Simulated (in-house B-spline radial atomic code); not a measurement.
# The holmium ion Ho²⁺: [Kr] 4d9 4f11 5s2 5p6 8g1 (an excited or competing configuration)

Method: Dirac-Hartree-Fock, average of configuration, Fermi nucleus of rms radius 5.2022 fm. Calculated with a B-spline radial code for spherical atoms.

Z_r = [3n² - l(l+1)]/(2<r>); Z_e = n√(-2ε); the last column is Slater's effective charge. Values are occupation-weighted means over j. An effective charge above Z reflects the relativistic contraction of the inner shells.

```
shell  electrons   ε (eV)  <r> (bohr)    Z_r    Z_e  Slater
   1s          2   -55991     0.02074  72.34  64.15   66.70
   2s          2  -9520.8     0.08745  68.61  52.91   62.85
   2p          6  -8469.1     0.07773  64.33  49.90   62.85
   3s          2  -2207.5      0.2286  59.05  38.21   55.75
   3p          6  -1876.3      0.2276  54.93  35.23   55.75
   3d         10  -1437.9      0.2079  50.51  30.84   45.85
   4s          2  -488.39      0.5183  46.31  23.97   39.25
   4p          6  -375.52      0.5481  41.97  21.01   39.25
   4d          9  -218.13       0.595  35.29  16.02   28.20
   5s          2  -90.649        1.27  29.52  12.91   12.75
   5p          6  -60.245       1.462  24.97  10.52   12.75
   4f         11  -46.093      0.7584  23.74   7.36   18.50
   8g          1  -1.9144       28.64   3.00   3.00       -
```

The least bound orbital is 8g7/2 at -1.914 eV, and it is also the most diffuse (<r> = 28.64 bohr). The part-filled 4d shell lies below the filled 5p shell in orbital energy.

Spin-orbit splittings of the orbital energies (j = l + 1/2 above j = l - 1/2 when positive): 2p 859.2 eV, 3p 182.9 eV, 3d 39.53 eV, 4p 41.5 eV, 4d 7.684 eV, 5p 5.862 eV, 4f 1.137 eV, 8g -4.819e-05 eV.

For the 1s electron the small component carries 6.27 % of the norm, the zero-frequency Breit interaction raises the level by 175.3 eV, self-energy by 106.2 eV, and vacuum polarisation lowers it by 18.1 eV.
